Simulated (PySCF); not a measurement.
Zn(F)(OMe) (CH3FOZn), SMILES [O](C)[Zn][F]. Geometry optimised at B3LYP-D3(BJ)/def2-SVP. Other conformers were not sampled.

Calculation: B3LYP-D3(BJ)/def2-SVP run with PySCF 2.14.0.

Harmonic wavenumbers (cm⁻¹): 102, 103, 162, 244, 548, 736, 1143, 1166, 1193, 1473, 1475, 1481, 2945, 2996, 3044. Rotational constants (GHz): 46.39, 2.346, 2.265; symmetry number 1.

**Question.** Work out the zero-point energy and the ideal-gas rigid-rotor harmonic-oscillator thermochemistry at 298.15 K and 1 atm.

**Answer.** ZPE = ½ Σ hcν = ½ × 18811 cm⁻¹ = 112.51 kJ/mol. H − E(el) = 130.15 kJ/mol. Entropy in J/(mol K): translation 167.97, rotation 103.27, vibration 50.64, total 321.87. G − E(el) = 34.18 kJ/mol. Cp = 76.72 J/(mol K). Modes under 150 cm⁻¹ make the vibrational entropy uncertain.
